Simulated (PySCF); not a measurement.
## State search for ZnH

Unrestricted PBE0; basis Zn cc-pVDZ-PP with ECP10, H cc-pVDZ; scalar-relativistic core potentials; PySCF 2.14. Outer shells of the fragments: Zn 3d10 4s2; H 1s1.

Followed along the bond (rough minima from three points):

```tsv
2Ms+1	unpaired	⟨S²⟩ at the start	R at minimum (Å)	Te (eV)
2	σ ↑	0.75	1.61	0.00
4	σ ↑↑, π ↑	3.75	none in the scan	≤ 5.54
```

Solutions found at the starting distance of 1.510 Å, counted from the lowest of them; the search is not exhaustive and high or unbound solutions are not listed, so other states can lie among these:

| 2Ms+1 | unpaired | term | E (eV) | ⟨S²⟩ | ⟨Lz²⟩ | μ (D) |
| --- | --- | --- | --- | --- | --- | --- |
| 2 | σ ↑ | ²Σ⁺ | 0.00 | 0.75 | 0.00 | -0.09 |
| 2 | π ↑ | ²Π | 2.83 | 0.77 | 1.00 | -1.79 |
| 4 | σ ↑↑, π ↑ | ⁴Π | 6.08 | 3.75 | 1.00 | 2.42 |
| 4 | σ ↑, π ↑↑ | ⁴Σ⁻ | 9.33 | 3.76 | 0.00 | 0.80 |
| 4 | σ ↑↑↑ | ⁴Σ⁺ | 9.56 | 3.75 | 0.00 | 1.97 |

A term symbol is given only where ⟨S²⟩ and ⟨Lz²⟩ are close to those of a pure state; real π, δ and φ orbitals otherwise mix terms. A positive dipole means Zn(−)H(+).

Counting both spins, an empty level lies below a filled one in some of these solutions, because spin and occupation are held.
